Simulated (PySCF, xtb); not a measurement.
GeHClBr₂, SMILES [Br][GeH]([Cl])[Br].

Harmonic wavenumbers (cm⁻¹) from GFN2-xTB in xtb at its own minimum, in rising order: 85, 108, 126, 250, 294, 371, 594, 609, 1743.

Problem. What does PBE-D3(BJ)/def2-SVP (PySCF) give at its own minimum? (Estimate from the structure and the level; the computed values follow.)

Solution. 91, 114, 139, 282, 323, 421, 656, 672, 2107. Paired by order, the mean absolute difference is 69 cm⁻¹ and the zero-point energies are 6.0 and 6.9 kcal/mol.
